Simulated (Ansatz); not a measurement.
Computed with Ansatz (a program for electronic structure) with PBE-D3(BJ)/def2-SVP. No frequencies were computed at this level.

Ansatz 0.2 input:
```yaml
crystal:
  periodic: [false, false, false]
  atoms:
    - { symbol: W, position_ang: [-0.140958, 0.097406, 0.013852] }
    - { symbol: O, position_ang: [0.718548, -0.496704, 1.631977] }
    - { symbol: H, position_ang: [1.605501, -0.875311, 1.700665] }
    - { symbol: O, position_ang: [0.08104, 1.915161, 0.529236] }
    - { symbol: H, position_ang: [0.558486, 2.451448, 1.174546] }
    - { symbol: O, position_ang: [-0.47188, -1.652151, -0.563548] }
    - { symbol: H, position_ang: [-0.584629, -2.459703, -1.076819] }
    - { symbol: O, position_ang: [-0.753106, 0.755952, -1.68703] }
    - { symbol: H, position_ang: [-1.252651, 1.524355, -1.989161] }
    - { symbol: O, position_ang: [1.65934, 0.029329, -0.718847] }
    - { symbol: H, position_ang: [1.912022, 0.270562, -1.617398] }
    - { symbol: N, position_ang: [-1.947756, 0.124198, 0.929831] }
    - { symbol: H, position_ang: [-2.270839, 0.84035, 1.582352] }
    - { symbol: H, position_ang: [-2.546489, -0.685733, 1.097577] }
basis:
  gaussian: { orbitals: def2-svp }
hamiltonian:
  xc: pbe
  dispersion: d3bj
relax:
  max_steps: 150
```

Output:

```
[...]
1600 factors; their error is unknown
mean field evaluation 1: about -13614.6370 eV, gradient 1.4e2 eV
mean field evaluation 2: about -13361.7233 eV, gradient 3.4e2 eV
mean field evaluation 4: about -13647.3890 eV, gradient 3.3e1 eV
mean field evaluation 8: about -13649.5887 eV, gradient 5.9e-1 eV
mean field evaluation 16: about -13649.5267 eV, gradient 9.3e-3 eV
mean field -13649.52668717 eV, -501.6108537719 hartree, gradient 3.1e-5 eV, S^2 0.000000; 0 other end points of the search recorded, 0 dependent functions left out
reference -13649.52676527 eV, -501.6108566423 hartree; 34, 34 occupied and 117, 117 virtual orbitals, 1600 factors
relax step   1: F+E_penalty+E_count = -13649.85725756 eV  Δ(F+E_penalty+E_count) = +0.000e0 eV  max|allowed force component| = 5.303e-1 eV/Å  Δτ_max = 0.0000 Å  (35 SCF iters, accepted)
these checks for a lower state are left out or cut short: starts, cluster_reference, orbital_swaps, neighbouring_geometries, increment
1600 factors; their error is unknown
mean field -13649.69207962 eV, -501.6169318323 hartree, gradient 1.1e-5 eV, S^2 0.000000; 0 other end points of the search recorded, 0 dependent functions left out
reference -13649.69215761 eV, -501.6169346986 hartree; 34, 34 occupied and 117, 117 virtual orbitals, 1600 factors
relax step   2: F+E_penalty+E_count = -13650.02335880 eV  Δ(F+E_penalty+E_count) = -1.661e-1 eV  max|allowed force component| = 6.140e-1 eV/Å  Δτ_max = 0.1944 Å  (40 SCF iters, accepted)
these checks for a lower state are left out or cut short: starts, cluster_reference, orbital_swaps, neighbouring_geometries, increment
1600 factors; their error is unknown
mean field evaluation 32: about -13649.8494 eV, gradient 7.5e-1 eV
mean field -13649.78989775 eV, -501.6205265823 hartree, gradient 1.3e-5 eV, S^2 0.000000; 0 other end points of the search recorded, 0 dependent functions left out
reference -13649.78997535 eV, -501.6205294341 hartree; 34, 34 occupied and 117, 117 virtual orbitals, 1600 factors
relax step   3: F+E_penalty+E_count = -13650.12275312 eV  Δ(F+E_penalty+E_count) = -9.939e-2 eV  max|allowed force component| = 1.227e0 eV/Å  Δτ_max = 0.1945 Å  (40 SCF iters, accepted)
these checks for a lower state are left out or cut short: starts, cluster_reference, orbital_swaps, neighbouring_geometries, increment
1600 factors; their error is unknown
mean field -13649.87661181 eV, -501.6237132652 hartree, gradient 1.2e-5 eV, S^2 0.000000; 0 other end points of the search recorded, 0 dependent functions left out
reference -13649.87668893 eV, -501.6237160995 hartree; 34, 34 occupied and 117, 117 virtual orbitals, 1600 factors
relax step   4: F+E_penalty+E_count = -13650.21186492 eV  Δ(F+E_penalty+E_count) = -8.911e-2 eV  max|allowed force component| = 1.195e0 eV/Å  Δτ_max = 0.1933 Å  (41 SCF iters, accepted)
these checks for a lower state are left out or cut short: starts, cluster_reference, orbital_swaps, neighbouring_geometries, increment
1600 factors; their error is unknown
mean field -13649.96027865 eV, -501.6267879652 hartree, gradient 2.5e-5 eV, S^2 0.000000; 0 other end points of the search recorded, 0 dependent functions left out
reference -13649.96035558 eV, -501.6267907920 hartree; 34, 34 occupied and 117, 117 virtual orbitals, 1600 factors
relax step   5: F+E_penalty+E_count = -13650.29824903 eV  Δ(F+E_penalty+E_count) = -8.638e-2 eV  max|allowed force component| = 4.557e-1 eV/Å  Δτ_max = 0.1998 Å  (38 SCF iters, accepted)
these checks for a lower state are left out or cut short: starts, cluster_reference, orbital_swaps, neighbouring_geometries, increment
1600 factors; their error is unknown
mean field -13649.99640813 eV, -501.6281156988 hartree, gradient 1.3e-5 eV, S^2 0.000000; 0 other end points of the search recorded, 0 dependent functions left out
reference -13649.99648484 eV, -501.6281185180 hartree; 34, 34 occupied and 117, 117 virtual orbitals, 1600 factors
relax step   6: F+E_penalty+E_count = -13650.33542015 eV  Δ(F+E_penalty+E_count) = -3.717e-2 eV  max|allowed force component| = 7.230e-1 eV/Å  Δτ_max = 0.1942 Å  (40 SCF iters, accepted)
these checks for a lower state are left out or cut short: starts, cluster_reference, orbital_swaps, neighbouring_geometries, increment
1600 factors; their error is unknown
mean field evaluation 64: about -13650.1214 eV, gradient 7.3e-1 eV
mean field -13650.05529422 eV, -501.6302797226 hartree, gradient 1.3e-5 eV, S^2 0.000000; 0 other end points of the search recorded, 0 dependent functions left out
reference -13650.05537098 eV, -501.6302825436 hartree; 34, 34 occupied and 117, 117 virtual orbitals, 1600 factors
relax step   7: F+E_penalty+E_count = -13650.39429640 eV  Δ(F+E_penalty+E_count) = -5.888e-2 eV  max|allowed force component| = 2.924e-1 eV/Å  Δτ_max = 0.2000 Å  (40 SCF iters, accepted)
these checks for a lower state are left out or cut short: starts, cluster_reference, orbital_swaps, neighbouring_geometries, increment
1600 factors; their error is unknown
mean field -13650.08965403 eV, -501.6315424225 hartree, gradient 1.3e-5 eV, S^2 0.000000; 0 other end points of the search recorded, 0 dependent functions left out
reference -13650.08973035 eV, -501.6315452273 hartree; 34, 34 occupied and 117, 117 virtual orbitals, 1600 factors
relax step   8: F+E_penalty+E_count = -13650.42966182 eV  Δ(F+E_penalty+E_count) = -3.537e-2 eV  max|allowed force component| = 2.622e-1 eV/Å  Δτ_max = 0.1999 Å  (40 SCF iters, accepted)
these checks for a lower state are left out or cut short: starts, cluster_reference, orbital_swaps, neighbouring_geometries, increment
1600 factors; their error is unknown
mean field -13650.08397193 eV, -501.6313336092 hartree, gradient 9.6e-6 eV, S^2 0.000000; 0 other end points of the search recorded, 0 dependent functions left out
reference -13650.08404773 eV, -501.6313363949 hartree; 34, 34 occupied and 117, 117 virtual orbitals, 1600 factors
relax step   9: F+E_penalty+E_count = -13650.42492826 eV  Δ(F+E_penalty+E_count) = +4.734e-3 eV  max|allowed force component| = 1.340e0 eV/Å  Δτ_max = 0.1944 Å  (34 SCF iters, rejected (line search))
these checks for a lower state are left out or cut short: starts, cluster_reference, orbital_swaps, neighbouring_geometries, increment
1600 factors; their error is unknown
mean field -13650.10296609 eV, -501.6320316317 hartree, gradient 7.0e-6 eV, S^2 0.000000; 0 other end points of the search recorded, 0 dependent functions left out
reference -13650.10304222 eV, -501.6320344294 hartree; 34, 34 occupied and 117, 117 virtual orbitals, 1600 factors
relax step  10: F+E_penalty+E_count = -13650.44355764 eV  Δ(F+E_penalty+E_count) = -1.390e-2 eV  max|allowed force component| = 2.178e-1 eV/Å  Δτ_max = 0.0972 Å  (34 SCF iters, accepted)
these checks for a lower state are left out or cut short: starts, cluster_reference, orbital_swaps, neighbouring_geometries, increment
1600 factors; their error is unknown
mean field evaluation 96: about -13650.1138 eV, gradient 4.4e-4 eV
mean field -13650.11383699 eV, -501.6324311299 hartree, gradient 1.4e-5 eV, S^2 0.000000; 0 other end points of the search recorded, 0 dependent functions left out
reference -13650.11391292 eV, -501.6324339204 hartree; 34, 34 occupied and 117, 117 virtual orbitals, 1600 factors
relax step  11: F+E_penalty+E_count = -13650.45463121 eV  Δ(F+E_penalty+E_count) = -1.107e-2 eV  max|allowed force component| = 4.066e-1 eV/Å  Δτ_max = 0.0966 Å  (34 SCF iters, accepted)
these checks for a lower state are left out or cut short: starts, cluster_reference, orbital_swaps, neighbouring_geometries, increment
1600 factors; their error is unknown
mean field -13650.11028175 eV, -501.6323004773 hartree, gradient 1.4e-5 eV, S^2 0.000000; 0 other end points of the search recorded, 0 dependent functions left out
reference -13650.11035728 eV, -501.6323032529 hartree; 34, 34 occupied and 117, 117 virtual orbitals, 1600 factors
relax step  12: F+E_penalty+E_count = -13650.45141137 eV  Δ(F+E_penalty+E_count) = +3.220e-3 eV  max|allowed force component| = 3.073e-1 eV/Å  Δτ_max = 0.1460 Å  (39 SCF iters, rejected (line search))
these checks for a lower state are left out or cut short: starts, cluster_reference, orbital_swaps, neighbouring_geometries, increment
1600 factors; their error is unknown
mean field -13650.12191923 eV, -501.6327281466 hartree, gradient 1.1e-5 eV, S^2 0.000000; 0 other end points of the search recorded, 0 dependent functions left out
reference -13650.12199503 eV, -501.6327309324 hartree; 34, 34 occupied and 117, 117 virtual orbitals, 1600 factors
relax step  13: F+E_penalty+E_count = -13650.46320329 eV  Δ(F+E_penalty+E_count) = -8.572e-3 eV  max|allowed force component| = 1.532e-1 eV/Å  Δτ_max = 0.0711 Å  (33 SCF iters, accepted)
these checks for a lower state are left out or cut short: starts, cluster_reference, orbital_swaps, neighbouring_geometries, increment
1600 factors; their error is unknown
mean field -13650.12375811 eV, -501.6327957243 hartree, gradient 1.4e-5 eV, S^2 0.000000; 0 other end points of the search recorded, 0 dependent functions left out
reference -13650.12383368 eV, -501.6327985014 hartree; 34, 34 occupied and 117, 117 virtual orbitals, 1600 factors
relax step  14: F+E_penalty+E_count = -13650.46514747 eV  Δ(F+E_penalty+E_count) = -1.944e-3 eV  max|allowed force component| = 3.400e-1 eV/Å  Δτ_max = 0.0750 Å  (33 SCF iters, accepted)
these checks for a lower state are left out or cut short: starts, cluster_reference, orbital_swaps, neighbouring_geometries, increment
1600 factors; their error is unknown
mean field evaluation 128: about -13650.1269 eV, gradient 2.2e-5 eV
mean field -13650.12689319 eV, -501.6329109363 hartree, gradient 2.2e-5 eV, S^2 0.000000; 0 other end points of the search recorded, 0 dependent functions left out
reference -13650.12696876 eV, -501.6329137136 hartree; 34, 34 occupied and 117, 117 virtual orbitals, 1600 factors
relax step  15: F+E_penalty+E_count = -13650.46836326 eV  Δ(F+E_penalty+E_count) = -3.216e-3 eV  max|allowed force component| = 9.600e-2 eV/Å  Δτ_max = 0.0395 Å  (33 SCF iters, accepted)
these checks for a lower state are left out or cut short: starts, cluster_reference, orbital_swaps, neighbouring_geometries, increment
1600 factors; their error is unknown
mean field -13650.12760975 eV, -501.6329372694 hartree, gradient 1.3e-5 eV, S^2 0.000000; 0 other end points of the search recorded, 0 dependent functions left out
reference -13650.12768526 eV, -501.6329400445 hartree; 34, 34 occupied and 117, 117 virtual orbitals, 1600 factors
relax step  16: F+E_penalty+E_count = -13650.46902188 eV  Δ(F+E_penalty+E_count) = -6.586e-4 eV  max|allowed force component| = 4.727e-2 eV/Å  Δτ_max = 0.0264 Å  (34 SCF iters, accepted)
these checks for a lower state are left out or cut short: starts, cluster_reference, orbital_swaps, neighbouring_geometries, increment
1600 factors; their error is unknown
mean field -13650.12790097 eV, -501.6329479715 hartree, gradient 1.3e-5 eV, S^2 0.000000; 0 other end points of the search recorded, 0 dependent functions left out
reference -13650.12797646 eV, -501.6329507458 hartree; 34, 34 occupied and 117, 117 virtual orbitals, 1600 factors
relax step  17: F+E_penalty+E_count = -13650.46937523 eV  Δ(F+E_penalty+E_count) = -3.533e-4 eV  max|allowed force component| = 1.351e-2 eV/Å  Δτ_max = 0.0092 Å  (35 SCF iters, accepted)
these checks for a lower state are left out or cut short: starts, cluster_reference, orbital_swaps, neighbouring_geometries, increment
1600 factors; their error is unknown
mean field -13650.12799640 eV, -501.6329514786 hartree, gradient 1.4e-5 eV, S^2 0.000000; 0 other end points of the search recorded, 0 dependent functions left out
reference -13650.12807189 eV, -501.6329542528 hartree; 34, 34 occupied and 117, 117 virtual orbitals, 1600 factors
relax step  18: F+E_penalty+E_count = -13650.46945389 eV  Δ(F+E_penalty+E_count) = -7.866e-5 eV  max|allowed force component| = 6.144e-3 eV/Å  Δτ_max = 0.0087 Å  (35 SCF iters, accepted)
1600 factors; their error is unknown
mean field evaluation 160: about -13650.1955 eV, gradient 7.5e-1 eV
mean field -13650.12799640 eV, -501.6329514786 hartree, gradient 1.5e-5 eV, S^2 0.000000; 1 other end points of the search recorded, 0 dependent functions left out
reference -13650.12807189 eV, -501.6329542528 hartree; 34, 34 occupied and 117, 117 virtual orbitals, 1600 factors
Total energy: -13650.46952938 eV, -501.6455025840 hartree
Atom 0 at    -0.095169     0.066262    -0.038762 Å, force    -0.006144    -0.003429     0.004774 eV/Å
Atom 1 at     0.873088    -0.083015     1.634555 Å, force     0.003802     0.002189    -0.000823 eV/Å
Atom 2 at     1.838694    -0.097116     1.464859 Å, force    -0.001171    -0.001538     0.001287 eV/Å
Atom 3 at    -0.322478     1.956377     0.415172 Å, force     0.000322     0.003774     0.000713 eV/Å
Atom 4 at    -0.010785     2.122213     1.326960 Å, force    -0.000497    -0.001160     0.000547 eV/Å
Atom 5 at    -0.557753    -1.683431    -0.688993 Å, force     0.001156     0.000068     0.000280 eV/Å
Atom 6 at    -1.483451    -1.911632    -0.891776 Å, force     0.000134    -0.001686    -0.001946 eV/Å
Atom 7 at    -0.510271     0.814111    -1.771819 Å, force    -0.002319     0.001863     0.000580 eV/Å
Atom 8 at    -0.458482     1.788369    -1.820295 Å, force     0.000213    -0.000803    -0.001199 eV/Å
Atom 9 at     1.752245    -0.233973    -0.647449 Å, force    -0.000240     0.001138    -0.001728 eV/Å
Atom 10 at     1.837269    -0.278172    -1.619684 Å, force     0.000893    -0.002083     0.001020 eV/Å
Atom 11 at    -1.818666    -0.166123     0.944160 Å, force     0.001471     0.003199    -0.000171 eV/Å
Atom 12 at    -2.240419     0.604116     1.474041 Å, force     0.002143     0.000791    -0.001800 eV/Å
Atom 13 at    -2.237194    -1.058826     1.226264 Å, force     0.000239    -0.002322    -0.001534 eV/Å
Dipole moment:    -0.284104     0.107763     0.104630 e Å
```

Cost: around 2.1 core-minutes (rough).
